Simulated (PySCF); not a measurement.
Compound: C5H3N3S.
SMILES with atom numbers: `[H]/[N:9]=[CH:8]\[c:7]1[c:3]([C:2]#[N:1])[s:4][n:5][cH:6]1`

NICS is the negative of the GIAO shielding at a point without a nucleus: at the ring centre (0) and 1 Å above and below it (1); zz is the component along the ring normal. Level: GIAO PBE0/pcSseg-1 (PySCF, non-relativistic, gas phase) on the GFN2-xTB geometry, one conformer.

Ring bond lengths (Å), with Mayer bond orders in brackets: C3–S4 1.732 (1.19), S4–N5 1.620 (1.21), N5–C6 1.305 (1.56), C6–C7 1.415 (1.24), C7–C3 1.391 (1.38).

**Question.** What do the NICS probes read (ppm)?

**Answer.** 
```json
{"ring": "C3–S4–N5–C6–C7", "type": "5-membered ring with N and S; formal bonds all aromatic", "NICS(0)": "-12.8", "NICS(1), two faces": "-11.9 / -11.9", "NICS(1)zz, two faces": "-27.5 / -27.5", "rms pucker (Å)": "0.00", "centre to ring atoms, mean (Å)": "1.27"}
```

**Question.** What do they say, and how far can they be read as aromaticity?

**Answer.** 
- C3–S4–N5–C6–C7: mean NICS(1)zz -27.5 ppm, shielded. For a flat ring without four-coordinate atoms the NICS criterion counts such a value as aromatic.

**Question.** At the first NICS(1) probe listed for ring C3–S4–N5–C6–C7, 1 Å off the ring, how large is the induced field along the normal in 7.05 T applied along it?

**Answer.** NICSzz × B0 = -27.5 ppm × 7.05 T = -194 μT, against the applied field.

**Question.** How shielded are the nuclei of the rings and their hydrogens (means over atoms taken as equivalent)?

**Answer.** 
```tsv
atoms	environment	σ isotropic (ppm)	principal values of the symmetric part, first atom (ppm)
C3	substituted aromatic carbon	43.6	-60.7, 49.7, 141.7
S4	ring sulfur	54.2	-126.3, 111.5, 177.3
N5	pyridine-type nitrogen	-99.6	-387.2, -135.1, 223.5
C6	aromatic CH next to a ring nitrogen	25.8	-43.7, 10.7, 110.4
C7	substituted aromatic carbon	44.0	-29.7, 29.4, 132.3
H on C6	aromatic hydrogen	23.21	20.1, 24.5, 25.0
```

On one thread, Arm Neoverse N1 (aarch64), on a shared host, this took 45 s wall (with the writing of density and orbital grids) and 0.78 GiB of memory at its peak. This is the whole shielding run at PBE0/pcSseg-1, SCF included.

Conformer computed: `[H]/[N:9]=[CH:8]\[c:7]1[c:3]([C:2]#[N:1])[s:4][n:5][cH:6]1`: C6–C7–C8–N9 180°.
